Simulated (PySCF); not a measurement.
[Y(H2O)6]3+ (charge +3 and singlet state).
Geometry (PBE0-D3(BJ)/def2-SVP, Å), atoms numbered from 1 in this order:
```
atom  x, y, z in Å
Y1     0.002    0.000    0.002
O2     0.121    0.134    2.312
H3     0.076    0.934    2.869
H4     0.220   -0.597    2.952
O5    -0.134   -0.130   -2.307
H6    -0.191    0.605   -2.948
H7    -0.156   -0.933   -2.862
O8     2.312    0.090   -0.143
H9     2.957    0.180    0.585
H10    2.864    0.064   -0.948
O11   -2.308   -0.099    0.146
H12   -2.860   -0.101    0.952
H13   -2.954   -0.165   -0.585
O14   -0.125    2.311   -0.104
H15   -0.928    2.868   -0.096
H16    0.609    2.953   -0.169
O17    0.122   -2.308    0.123
H18   -0.612   -2.946    0.214
H19    0.922   -2.867    0.093
```

The calculation used PBE0-D3(BJ)/def2-SVP geometry optimisation, gas phase, def2 core potentials past Kr (PySCF 2.14.0).

Q: Which atoms are bound to Y1, and at what distances?

A: 6 atoms: O17 2.314 Å, O8 2.316 Å, O2 2.316 Å, O5 2.317 Å, O11 2.317 Å, O14 2.317 Å. The nearest atom not counted as bound is H19, at 3.01 Å (others tie with it).

Q: List the angles at Y1.

A: 
```json
{"angle": "O8–Y1–O11", "degrees": "179.8", "distance of the outer atoms (Å)": "4.63"}
{"angle": "O14–Y1–O17", "degrees": "179.6", "distance of the outer atoms (Å)": "4.63"}
{"angle": "O2–Y1–O5", "degrees": "179.6", "distance of the outer atoms (Å)": "4.63"}
{"angle": "O8–Y1–O14", "degrees": "90.8", "distance of the outer atoms (Å)": "3.30"}
{"angle": "O2–Y1–O8", "degrees": "90.5", "distance of the outer atoms (Å)": "3.29"}
{"angle": "O5–Y1–O14", "degrees": "90.4", "distance of the outer atoms (Å)": "3.29"}
{"angle": "O11–Y1–O17", "degrees": "90.3", "distance of the outer atoms (Å)": "3.28"}
{"angle": "O2–Y1–O17", "degrees": "90.2", "distance of the outer atoms (Å)": "3.28"}
{"angle": "O5–Y1–O11", "degrees": "90.0", "distance of the outer atoms (Å)": "3.28"}
{"angle": "O5–Y1–O17", "degrees": "89.9", "distance of the outer atoms (Å)": "3.27"}
{"angle": "O5–Y1–O8", "degrees": "89.9", "distance of the outer atoms (Å)": "3.27"}
{"angle": "O2–Y1–O11", "degrees": "89.6", "distance of the outer atoms (Å)": "3.26"}
{"angle": "O2–Y1–O14", "degrees": "89.5", "distance of the outer atoms (Å)": "3.26"}
{"angle": "O11–Y1–O14", "degrees": "89.5", "distance of the outer atoms (Å)": "3.26"}
{"angle": "O8–Y1–O17", "degrees": "89.4", "distance of the outer atoms (Å)": "3.26"}
```

Q: What is the shape at Y1?

A: Octahedral: the three widest angles are 179.8°, 179.6° and 179.6°, the others run from 89.4° to 90.8°.

Q: What are the other bond lengths?

A: O2–H3 and 11 like bonds 0.977 Å.

Charge +3, singlet. No counter-ion or solvent screens the charge of this multiply charged ion. No frequency check.
